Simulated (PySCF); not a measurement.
PySCF input (B3PW91/6-31G* (5d)):

```python
from pyscf import gto, dft

mol = gto.M(
    atom='''
    C    -2.10029410    0.93471957    0.71740957
    C    -0.97293424   -0.09355503    0.62843438
    C    -1.45303827   -1.38813702   -0.02964645
    C     0.22073271    0.53748080   -0.13170209
    C     1.39460887   -0.38892293   -0.15382920
    O     2.55988524    0.35029579   -0.90511020
    H    -2.47301529    1.19170081   -0.27656126
    H    -1.77247271    1.85290218    1.20726320
    H    -2.93375491    0.52955926    1.29068653
    H    -0.63657070   -0.31978244    1.64584677
    H    -2.33448794   -1.76535175    0.48795424
    H    -1.73201159   -1.21722637   -1.07234679
    H    -0.70535993   -2.18380423   -0.00123284
    H    -0.08545140    0.77574463   -1.15294460
    H     0.49543253    1.46937545    0.37394701
    H     1.80219480   -0.62895454    0.82537808
    H     1.27239518   -1.27089580   -0.77325860
    H     3.41592124   -0.11692575   -0.89191872
    H     2.67364887    1.27177981   -0.60592852
    ''',
    basis='6-31g*',
    charge=1,
    spin=0,
    verbose=4,
)

mf = dft.RKS(mol, xc='b3pw91')
mf.grids.level = 3
mf.conv_tol = 1e-9
mf.max_cycle = 100
mf.max_memory = 1500
mf.kernel()
if not mf.converged:
    mf = mf.newton()
    mf.kernel(mf.make_rdm1())
mf.dip_moment()
```

Output:

```
PySCF version 2.14.0

[INPUT] verbose = 4
[INPUT] num. atoms = 19
[INPUT] num. electrons = 50
[INPUT] charge = 1
[INPUT] spin (= nelec alpha-beta = 2S) = 0
[INPUT] symmetry False subgroup None
[INPUT] Mole.unit = angstrom
[INPUT] Symbol           X                Y                Z      unit          X                Y                Z       unit  Magmom
[INPUT]  1 C     -2.100294100000   0.934719570000   0.717409570000 AA   -3.968980630040   1.766363990571   1.355707606442 Bohr   0.0
[INPUT]  2 C     -0.972934240000  -0.093555030000   0.628434380000 AA   -1.838579250812  -0.176793384275   1.187568865461 Bohr   0.0
[INPUT]  3 C     -1.453038270000  -1.388137020000  -0.029646450000 AA   -2.745844378812  -2.623198791170  -0.056023671066 Bohr   0.0
[INPUT]  4 C      0.220732710000   0.537480800000  -0.131702090000 AA    0.417124368633   1.015691509212  -0.248880880133 Bohr   0.0
[INPUT]  5 C      1.394608870000  -0.388922930000  -0.153829200000 AA    2.635428815189  -0.734957821263  -0.290695057961 Bohr   0.0
[INPUT]  6 O      2.559885240000   0.350295790000  -0.905110200000 AA    4.837482013917   0.661963105688  -1.710410390550 Bohr   0.0
[INPUT]  7 H     -2.473015290000   1.191700810000  -0.276561260000 AA   -4.673321599962   2.251988153322  -0.522625038065 Bohr   0.0
[INPUT]  8 H     -1.772472710000   1.852902180000   1.207263200000 AA   -3.349487985166   3.501477655810   2.281396808266 Bohr   0.0
[INPUT]  9 H     -2.933754910000   0.529559260000   1.290686530000 AA   -5.543993296498   1.000721968127   2.439044054365 Bohr   0.0
[INPUT] 10 H     -0.636570700000  -0.319782440000   1.645846770000 AA   -1.202944281923  -0.604301231045   3.110199638300 Bohr   0.0
[INPUT] 11 H     -2.334487940000  -1.765351750000   0.487954240000 AA   -4.411542847700  -3.336031321022   0.922099874920 Bohr   0.0
[INPUT] 12 H     -1.732011590000  -1.217226370000  -1.072346790000 AA   -3.273027549672  -2.300224470898  -2.026441743656 Bohr   0.0
[INPUT] 13 H     -0.705359930000  -2.183804230000  -0.001232840000 AA   -1.332937086942  -4.126791904367  -0.002329729955 Bohr   0.0
[INPUT] 14 H     -0.085451400000   0.775744630000  -1.152944600000 AA   -0.161479742961   1.465944893302  -2.178749530796 Bohr   0.0
[INPUT] 15 H      0.495432530000   1.469375450000   0.373947010000 AA    0.936231794900   2.776717174660   0.706657434000 Bohr   0.0
[INPUT] 16 H      1.802194800000  -0.628954540000   0.825378080000 AA    3.405654595115  -1.188551825402   1.559738520419 Bohr   0.0
[INPUT] 17 H      1.272395180000  -1.270895800000  -0.773258600000 AA    2.404478412417  -2.401644994860  -1.461246977465 Bohr   0.0
[INPUT] 18 H      3.415921240000  -0.116925750000  -0.891918720000 AA    6.455155606685  -0.220957644409  -1.685482106173 Bohr   0.0
[INPUT] 19 H      2.673648870000   1.271779810000  -0.605928520000 AA    5.052464117553   2.403315531651  -1.145038953863 Bohr   0.0

nuclear repulsion = 262.808219904466
number of shells = 62
number of NR pGTOs = 214
number of NR cGTOs = 110
basis = 6-31g*
ecp = {}

******** <class 'pyscf.dft.rks.RKS'> ********
method = RKS
initial guess = minao
damping factor = 0
level_shift factor = 0
DIIS = <class 'pyscf.scf.diis.CDIIS'>
diis_start_cycle = 1
diis_space = 8
diis_damp = 0
SCF conv_tol = 1e-09
SCF conv_tol_grad = None
SCF max_cycles = 100
direct_scf = True
direct_scf_tol = 1e-13
XC library pyscf.dft.libxc version 7.1.2
    S. Lehtola, C. Steigemann, M. J. T. Oliveira, and M. A. L. Marques,  SoftwareX 7, 1–5 (2018)
XC functionals = b3pw91
    A. D. Becke,  J. Chem. Phys. 98, 5648 (1993)
radial grids:
    Treutler-Ahlrichs [JCP 102, 346 (1995); DOI:10.1063/1.469408] (M4) radial grids

becke partition: Becke, JCP 88, 2547 (1988); DOI:10.1063/1.454033
pruning grids: <function nwchem_prune>
grids dens level: 3
symmetrized grids: False
atomic radii adjust function: <function treutler_atomic_radii_adjust>
small_rho_cutoff = 0
Set gradient conv threshold to 3.16228e-05
Initial guess from minao.
tot grids = 212176
init E= -273.761291947761
  HOMO = -0.372775306842851  LUMO = -0.0425771467627847  gap/eV = 8.98515
cycle= 1 E= -273.119963139086  delta_E= 0.641  |g|= 0.516  |ddm|= 3.47
  HOMO = -0.394777800799155  LUMO = -0.206879609307406  gap/eV = 5.11297
cycle= 2 E= -273.108558569997  delta_E= 0.0114  |g|= 0.575  |ddm|= 1.05
  HOMO = -0.467432898025163  LUMO = -0.206960402209201  gap/eV = 7.08782
cycle= 3 E= -273.186769947401  delta_E= -0.0782  |g|= 0.0625  |ddm|= 0.541
  HOMO = -0.468433397193274  LUMO = -0.197957310698448  gap/eV = 7.36003
cycle= 4 E= -273.187476948158  delta_E= -0.000707  |g|= 0.0265  |ddm|= 0.0608
  HOMO = -0.467247848001099  LUMO = -0.197047677736453  gap/eV = 7.35252
cycle= 5 E= -273.187626680581  delta_E= -0.00015  |g|= 0.00532  |ddm|= 0.021
  HOMO = -0.467493024890403  LUMO = -0.19682689752014  gap/eV = 7.36520
cycle= 6 E= -273.187631668537  delta_E= -4.99e-06  |g|= 0.00191  |ddm|= 0.00514
  HOMO = -0.467325979879071  LUMO = -0.196979856957141  gap/eV = 7.35649
cycle= 7 E= -273.187632487249  delta_E= -8.19e-07  |g|= 0.000246  |ddm|= 0.00176
  HOMO = -0.467326007638143  LUMO = -0.196994272840574  gap/eV = 7.35610
cycle= 8 E= -273.18763250197  delta_E= -1.47e-08  |g|= 6.34e-05  |ddm|= 0.000328
  HOMO = -0.467322524557103  LUMO = -0.196994031390111  gap/eV = 7.35601
cycle= 9 E= -273.187632503014  delta_E= -1.04e-09  |g|= 1.37e-05  |ddm|= 8.65e-05
  HOMO = -0.467323859730842  LUMO = -0.196995589247341  gap/eV = 7.35601
cycle= 10 E= -273.187632503056  delta_E= -4.24e-11  |g|= 4.82e-06  |ddm|= 1.63e-05
  HOMO = -0.467323709401578  LUMO = -0.196994622424055  gap/eV = 7.35603
Extra cycle  E= -273.187632503057  delta_E= -1.48e-12  |g|= 5.13e-06  |ddm|= 8.76e-06
converged SCF energy = -273.187632503057

WARN: System has nonzero charge 1; the dipole moment is origin-dependent.
Location of origin: [0. 0. 0.]

Dipole moment(X, Y, Z, Debye):  8.79689,  0.83965, -1.20256
```

The dipole moment of an ion depends on the origin.

The geometry given is a B3LYP-D3(BJ)/def2-TZVP minimum.
